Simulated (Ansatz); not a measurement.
Mn2Cu2. Charge 0, multiplicity 9. Geometry r2SCAN-D4/def2-SVP.

```xyz
4

Cu    1.266    0.955    1.400
Cu   -0.761    0.693    0.300
Mn    1.001   -0.786   -0.278
Mn   -1.506   -0.862   -1.422
```

LC-ωPBE has ω = 0.4 bohr⁻¹. At PBE-D4/def2-TZVP, revPBE-D4/def2-TZVP, r2SCAN-D4/def2-TZVP, PBE0-D4/def2-TZVP and others the charge 0 multiplicity 9 is spin-contaminated (final ⟨S²⟩ up to 21.18, 20.00 for a pure state). At PBE-D4/def2-TZVP, revPBE-D4/def2-TZVP, r2SCAN-D4/def2-TZVP an occupied level of the charge 0 multiplicity 9 lies above an empty one of the other spin, so a lower spin may lie lower. Another isomer (multiplicity 9) lies 0.06 eV lower at PBE0-D4/def2-TZVP; other spin states weren't run for this one.

(1) Estimate the α-spin orbital energies around the gap (eV) in Ansatz with PBE-D4/def2-TZVP, revPBE-D4/def2-TZVP, r2SCAN-D4/def2-TZVP, PBE0-D4/def2-TZVP, LC-ωPBE/def2-TZVP.

## Answers

(1) 
```
orbital  PBE-D4/def2-TZVP  revPBE-D4/def2-TZVP  r2SCAN-D4/def2-TZVP  PBE0-D4/def2-TZVP  LC-ωPBE/def2-TZVP
 HOMO−5             -5.28                -5.21                -5.56              -7.50              -9.96
 HOMO−4             -5.26                -5.17                -5.48              -7.45              -9.77
 HOMO−3             -5.14                -5.06                -5.44              -7.31              -9.75
 HOMO−2             -5.00                -4.95                -5.33              -7.27              -9.66
 HOMO−1             -4.87                -4.79                -5.18              -6.98              -9.33
   HOMO             -4.52                -4.43                -4.77              -5.36              -6.91
   LUMO             -3.47                -3.36                -3.29              -2.75              -0.76
 LUMO+1             -2.48                -2.39                -2.43              -1.96              -0.12
 LUMO+2             -1.19                -1.09                -1.08              -0.89               1.33
 LUMO+3             -1.02                -0.92                -0.94              -0.36               1.66
 LUMO+4             -0.73                -0.64                -0.42               0.05               1.90
 LUMO+5             -0.28                -0.20                -0.05               0.34               2.24
 β HOMO             -2.96                -2.87                -2.87              -3.64              -5.65
 β LUMO             -2.67                -2.53                -2.28              -1.53               0.34
```
